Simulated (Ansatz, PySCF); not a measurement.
Gas-phase reaction in SMILES: C[CH][SiH3] → CC[SiH2]
Structures are relaxed separately at B3LYP-D3(BJ)/def2-TZVP in Ansatz (an electronic-structure program), one conformer each, not searched for the lowest.

Wanted: isomerisation energy (enthalpy at 298 K, with B3LYP-D3(BJ) rigid-rotor harmonic-oscillator terms from PySCF), in kJ/mol. Correlated levels leave the core frozen unless marked. Open shells are spin-unrestricted. No spin-orbit coupling. No relativistic terms. CBS(X,Y): correlation extrapolated as X^-3; Hartree-Fock from the larger set.

CCSD(T)/CBS(aug-cc-pV(T+d)Z,aug-cc-pV(Q+d)Z) (Ansatz) gives -18.6 kJ/mol.

Q: Another calculation gave -20.9 kJ/mol. Which level was it?
(A) BHLYP/def2-TZVPD (Ansatz)
(B) SVWN5/def2-TZVPD (Ansatz)
(C) PBE0/def2-TZVPD (Ansatz)

A: C, PBE0/def2-TZVPD (Ansatz). The others give -34.0 (SVWN5), -5.1 (BHLYP) kJ/mol.
